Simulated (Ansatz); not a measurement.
C2H5GeN can be A, `C#[C][GeH2][NH2]`, or B, `[CH3][GeH]1[CH]=[N]1`.

Isolated molecules relaxed with PBE0-D4/def2-TZVP in Ansatz; ΔE leaves out vibrations. CBS: MP2 limit from def2 TZ/QZ plus the TZ coupled-cluster correction, frozen cores. Functionals use def2-TZVPP. B3LYP here is the variant with VWN-RPA as its local correlation; programs differ in this. For Ge outer-core shells are correlated without core-valence functions, which leaves a few kJ/mol of doubt a bond. Scalar relativity is left out up to krypton. One conformer a species, not always the lowest.

Task: Which isomer does CCSD(T)/CBS put lower? Give the gap. (Best estimate.)

Result: Ansatz gave: A, by 39.6 kJ/mol.

Task: Give E(B) − E(A) in kJ/mol with CCSD(T)/def2-TZVPP, CCSD(T)/def2-SVP, r2SCAN-D4, MP2/def2-TZVPP, B2PLYP, PBE0-D4, B3LYP. (Best estimate.)

Result: Ansatz gave: CCSD(T)/def2-TZVPP 43.5, CCSD(T)/def2-SVP 33.0, r2SCAN-D4 20.4, MP2/def2-TZVPP 46.9, B2PLYP 43.2, PBE0-D4 21.1, B3LYP 37.9. None reverses the order clearly.

Task: Does the order hold for the free energy at 298.15 K (harmonic terms from PBE0-D4)? (Estimate.)

Result: Computed: Yes: G(B) − G(A) = +44.3 kJ/mol, for one conformer each.

Largest T1 diagnostic: 0.015.

Leaving LDA and LC-ωPBE aside and taking each functional with its dispersion term where it has one, the values, not all of them listed here, spread over 47.4 kJ/mol, from revPBE-D4 to BHLYP-D4. LDA lies −4.1 kJ/mol from PBE without D4. From BLYP to BHLYP (50 % exact exchange), in def2-TZVPP and without D4, E(B) − E(A) moves by +26.7 kJ/mol.
